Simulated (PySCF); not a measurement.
PySCF input (PW6B95/def2-TZVPD):

```python
from pyscf import gto, scf, dft

mol = gto.M(
    atom='''
    C    -0.38439883   -0.12903652   -0.05555439
    O    -0.39962503   -0.10221980    1.12034530
    O     0.64197255    0.18977062   -0.85659836
    H     0.36761280    0.07381259   -1.77664916
    ''',
    basis='def2-tzvpd',
    charge=0,
    spin=1,
    verbose=4,
)

mf = dft.UKS(mol, xc='pw6b95').density_fit(auxbasis='def2-universal-jkfit')
mf.grids.level = 3
mf.conv_tol = 1e-9
mf.max_cycle = 100
mf.max_memory = 1500
mf.kernel()
if not mf.converged:
    mf = mf.newton()
    mf.kernel(mf.make_rdm1())
for _ in range(2):
    mo, _, stable, _ = mf.stability(return_status=True)
    if stable:
        break
    mf.kernel(mf.make_rdm1(mo, mf.mo_occ))
mf.analyze()
```

Output:

```
PySCF version 2.14.0

[INPUT] verbose = 4
[INPUT] num. atoms = 4
[INPUT] num. electrons = 23
[INPUT] charge = 0
[INPUT] spin (= nelec alpha-beta = 2S) = 1
[INPUT] symmetry False subgroup None
[INPUT] Mole.unit = angstrom
[INPUT] Symbol           X                Y                Z      unit          X                Y                Z       unit  Magmom
[INPUT]  1 C     -0.384398830000  -0.129036520000  -0.055554390000 AA   -0.726408511303  -0.243843682867  -0.104982582117 Bohr   0.0
[INPUT]  2 O     -0.399625030000  -0.102219800000   1.120345300000 AA   -0.755181859221  -0.193167426508   2.117145781944 Bohr   0.0
[INPUT]  3 O      0.641972550000   0.189770620000  -0.856598360000 AA    1.213152298989   0.358614498289  -1.618736299152 Bohr   0.0
[INPUT]  4 H      0.367612800000   0.073812590000  -1.776649160000 AA    0.694687511885   0.139485579645  -3.357380331839 Bohr   0.0

nuclear repulsion = 63.0399471272445
number of shells = 46
number of NR pGTOs = 173
number of NR cGTOs = 126
basis = def2-tzvpd
ecp = {}

******** <class 'pyscf.df.df_jk.DFUKS'> ********
method = DFUKS
initial guess = minao
damping factor = 0
level_shift factor = 0
DIIS = <class 'pyscf.scf.diis.CDIIS'>
diis_start_cycle = 1
diis_space = 8
diis_damp = 0
SCF conv_tol = 1e-09
SCF conv_tol_grad = None
SCF max_cycles = 100
direct_scf = False
number electrons alpha = 12  beta = 11
XC library pyscf.dft.libxc version 7.1.2
    S. Lehtola, C. Steigemann, M. J. T. Oliveira, and M. A. L. Marques,  SoftwareX 7, 1–5 (2018)
XC functionals = pw6b95
    Y. Zhao and D. G. Truhlar,  J. Phys. Chem. A 109, 5656 (2005)
radial grids:
    Treutler-Ahlrichs [JCP 102, 346 (1995); DOI:10.1063/1.469408] (M4) radial grids

becke partition: Becke, JCP 88, 2547 (1988); DOI:10.1063/1.454033
pruning grids: <function nwchem_prune>
grids dens level: 3
symmetrized grids: False
atomic radii adjust function: <function treutler_atomic_radii_adjust>
small_rho_cutoff = 0
Set gradient conv threshold to 3.16228e-05
tot grids = 52096
******** <class 'pyscf.df.df.DF'> ********
auxbasis = def2-universal-jkfit
init E= -189.811836709835
  alpha nocc = 12  HOMO = -0.197453926495648  LUMO = -0.0433110341893226
  beta  nocc = 11  HOMO = -0.437177078443167  LUMO = -0.197453926495648

WARN: HOMO -0.197453926495648 >= LUMO -0.197453926495648

cycle= 1 E= -189.24698191052  delta_E= 0.565  |g|= 0.636  |ddm|= 1.19
[...]
  beta  nocc = 11  HOMO = -0.385370795708295  LUMO = -0.100733809357834
  HOMO = -0.261453075762  LUMO = -0.100733809358  gap/eV = 4.37339
Extra cycle  E= -189.396316320159  delta_E= 1.03e-10  |g|= 2.49e-05  |ddm|= 2.1e-05
converged SCF energy = -189.396316320159  <S^2> = 0.75342983  2S+1 = 2.0034269
uhf_internal: lowest eigs of H = [0.28953357 0.34805061 0.38584321]
<class 'pyscf.df.df_jk.DFUKS'> wavefunction is stable in the internal stability analysis
**** SCF Summaries ****
Total Energy =                        -189.396316320159116
Nuclear Repulsion Energy =              63.039947127244467
One-electron Energy =                 -383.266210117694470
Two-electron Energy =                  130.829946670290894
Two-electron Coulomb Energy =          153.984571363320327
DFT Exchange-Correlation Energy =      -23.154624693029422
HOMO-LUMO gap [eV] =                     4.373393998972045
**** MO energy ****
                             alpha | beta                alpha | beta
MO #1   energy= -19.3903177555141  | -19.3850716705778  occ= 1 | 1
MO #2   energy= -19.3447293338473  | -19.3370415222827  occ= 1 | 1
MO #3   energy= -10.443971286471   | -10.4332424697674  occ= 1 | 1
MO #4   energy= -1.18017157086475  | -1.1644319573882   occ= 1 | 1
MO #5   energy= -1.11367877451467  | -1.09710724450548  occ= 1 | 1
MO #6   energy= -0.682067416972647 | -0.669772039507848 occ= 1 | 1
MO #7   energy= -0.55894661542596  | -0.525020618679196 occ= 1 | 1
MO #8   energy= -0.523260938591623 | -0.502139632252185 occ= 1 | 1
MO #9   energy= -0.501666533827674 | -0.492536399749879 occ= 1 | 1
MO #10  energy= -0.435416673221251 | -0.395486776183761 occ= 1 | 1
MO #11  energy= -0.389912340712378 | -0.385370795708295 occ= 1 | 1
MO #12  energy= -0.261453075761892 | -0.100733809357834 occ= 1 | 0
MO #13  energy= -0.0117335237287459 | -0.00144373172276053 occ= 0 | 0
MO #14  energy= -0.00595475406062965 | 0.0159967305636807 occ= 0 | 0
MO #15  energy= 0.0429323341463917 | 0.0512527118648078 occ= 0 | 0
MO #16  energy= 0.0520632748914785 | 0.0617489500695273 occ= 0 | 0
MO #17  energy= 0.0551446965501461 | 0.0624250760834444 occ= 0 | 0
MO #18  energy= 0.0930505160607675 | 0.100214094923854  occ= 0 | 0
MO #19  energy= 0.0993466642848222 | 0.105595270623116  occ= 0 | 0
MO #20  energy= 0.10574206184445   | 0.109794813338124  occ= 0 | 0
MO #21  energy= 0.138323913652815  | 0.145129945360268  occ= 0 | 0
MO #22  energy= 0.1502824636162    | 0.155281779161503  occ= 0 | 0
MO #23  energy= 0.177574910420408  | 0.180285635859671  occ= 0 | 0
MO #24  energy= 0.18198644843797   | 0.185848909986787  occ= 0 | 0
MO #25  energy= 0.236551981032978  | 0.242107245248757  occ= 0 | 0
MO #26  energy= 0.256786264049169  | 0.264966872882792  occ= 0 | 0
MO #27  energy= 0.261908129486718  | 0.266769784747265  occ= 0 | 0
MO #28  energy= 0.268620807929074  | 0.272038230865179  occ= 0 | 0
MO #29  energy= 0.302590252002379  | 0.315804300074028  occ= 0 | 0
MO #30  energy= 0.321797754921757  | 0.325333248777794  occ= 0 | 0
MO #31  energy= 0.333591734913382  | 0.336426476980285  occ= 0 | 0
MO #32  energy= 0.335801476917698  | 0.342843969311336  occ= 0 | 0
MO #33  energy= 0.341705041847616  | 0.345836209247956  occ= 0 | 0
MO #34  energy= 0.36232808365839   | 0.371253828635535  occ= 0 | 0
MO #35  energy= 0.411560664729233  | 0.420155892264688  occ= 0 | 0
MO #36  energy= 0.431463571405788  | 0.441152483121036  occ= 0 | 0
MO #37  energy= 0.444144790141214  | 0.449234922549709  occ= 0 | 0
MO #38  energy= 0.453708131988553  | 0.4556392460716    occ= 0 | 0
MO #39  energy= 0.456493132730719  | 0.460912598958579  occ= 0 | 0
MO #40  energy= 0.463497067289656  | 0.465662347810374  occ= 0 | 0
MO #41  energy= 0.508316119162522  | 0.510973126826666  occ= 0 | 0
MO #42  energy= 0.535266930182157  | 0.538348403387879  occ= 0 | 0
MO #43  energy= 0.567697956205031  | 0.568918453886752  occ= 0 | 0
MO #44  energy= 0.580350954958857  | 0.591273430833322  occ= 0 | 0
MO #45  energy= 0.628906403267216  | 0.6362818367272    occ= 0 | 0
MO #46  energy= 0.668774307818616  | 0.672796302955266  occ= 0 | 0
MO #47  energy= 0.720187151190469  | 0.732098236256206  occ= 0 | 0
MO #48  energy= 0.768771815038412  | 0.771311840861683  occ= 0 | 0
MO #49  energy= 0.786968886177216  | 0.790884715501041  occ= 0 | 0
MO #50  energy= 0.802765388248292  | 0.808867504454038  occ= 0 | 0
MO #51  energy= 0.841830762641024  | 0.846934039711208  occ= 0 | 0
MO #52  energy= 0.856676401609085  | 0.864935972770432  occ= 0 | 0
MO #53  energy= 0.883341368213017  | 0.886961444667438  occ= 0 | 0
MO #54  energy= 0.920680304372837  | 0.938608667728829  occ= 0 | 0
MO #55  energy= 0.955185812422521  | 0.966810668565202  occ= 0 | 0
MO #56  energy= 0.976299244375962  | 0.985353574959706  occ= 0 | 0
MO #57  energy= 1.05503758280618   | 1.05897672674792   occ= 0 | 0
MO #58  energy= 1.07879850919179   | 1.08673938074627   occ= 0 | 0
MO #59  energy= 1.11397626218619   | 1.12052351888057   occ= 0 | 0
MO #60  energy= 1.25929591573669   | 1.28055526123087   occ= 0 | 0
MO #61  energy= 1.29051586448517   | 1.30292604264519   occ= 0 | 0
MO #62  energy= 1.51671231316596   | 1.52171017981348   occ= 0 | 0
MO #63  energy= 1.59981006369162   | 1.62667643098571   occ= 0 | 0
MO #64  energy= 1.61777791564905   | 1.63530060924276   occ= 0 | 0
MO #65  energy= 1.70702856082086   | 1.71299031538529   occ= 0 | 0
MO #66  energy= 1.70785905716441   | 1.71773687971458   occ= 0 | 0
MO #67  energy= 1.76426206646672   | 1.77480219491306   occ= 0 | 0
MO #68  energy= 1.79584620245064   | 1.8153916457504    occ= 0 | 0
MO #69  energy= 1.907080552973     | 1.91143767451786   occ= 0 | 0
MO #70  energy= 1.90940520049838   | 1.91385230569369   occ= 0 | 0
MO #71  energy= 1.96612232950609   | 1.97634524432612   occ= 0 | 0
MO #72  energy= 2.0801895967257    | 2.08967434347197   occ= 0 | 0
MO #73  energy= 2.11625827091499   | 2.12061048382246   occ= 0 | 0
MO #74  energy= 2.14368778594045   | 2.1536480985584    occ= 0 | 0
MO #75  energy= 2.19881385890863   | 2.20803284148744   occ= 0 | 0
MO #76  energy= 2.33640286062508   | 2.34389570356179   occ= 0 | 0
MO #77  energy= 2.38635485679741   | 2.3963028920462    occ= 0 | 0
MO #78  energy= 2.51511594850277   | 2.52498595190701   occ= 0 | 0
MO #79  energy= 2.68827902746671   | 2.69483673402074   occ= 0 | 0
MO #80  energy= 2.72194303912568   | 2.72707950191673   occ= 0 | 0
MO #81  energy= 2.7594672111426    | 2.78057726458316   occ= 0 | 0
MO #82  energy= 2.83669919458495   | 2.85428648434389   occ= 0 | 0
MO #83  energy= 2.85408153274938   | 2.86503858747705   occ= 0 | 0
MO #84  energy= 2.88935133138494   | 2.90959801681408   occ= 0 | 0
MO #85  energy= 3.03451267747701   | 3.05135423126423   occ= 0 | 0
MO #86  energy= 3.06597622366178   | 3.10477946427606   occ= 0 | 0
MO #87  energy= 3.06793929071097   | 3.10656453771012   occ= 0 | 0
MO #88  energy= 3.12333430509655   | 3.14729634317247   occ= 0 | 0
MO #89  energy= 3.15264776052557   | 3.17543644660946   occ= 0 | 0
MO #90  energy= 3.28760460314398   | 3.30515545410906   occ= 0 | 0
MO #91  energy= 3.33112665456833   | 3.34489594246062   occ= 0 | 0
MO #92  energy= 3.39002343014618   | 3.40050067962474   occ= 0 | 0
MO #93  energy= 3.4559630908177    | 3.47359322987035   occ= 0 | 0
MO #94  energy= 3.58259090189404   | 3.59551753222079   occ= 0 | 0
MO #95  energy= 3.68487017046201   | 3.7033770852547    occ= 0 | 0
MO #96  energy= 3.93245261656023   | 3.9459346526957    occ= 0 | 0
MO #97  energy= 4.10986654422858   | 4.12712253802242   occ= 0 | 0
MO #98  energy= 4.37047683105446   | 4.37898109857622   occ= 0 | 0
MO #99  energy= 4.61974564307924   | 4.63103767616944   occ= 0 | 0
MO #100 energy= 5.10419051423915   | 5.11476681766527   occ= 0 | 0
MO #101 energy= 5.12920751326063   | 5.14034021330242   occ= 0 | 0
MO #102 energy= 5.18574576642821   | 5.193548690595     occ= 0 | 0
MO #103 energy= 5.32334625326935   | 5.32835036277162   occ= 0 | 0
MO #104 energy= 5.35239641480458   | 5.36133350922488   occ= 0 | 0
[...]
```

It need not be the lowest isomer of its formula.
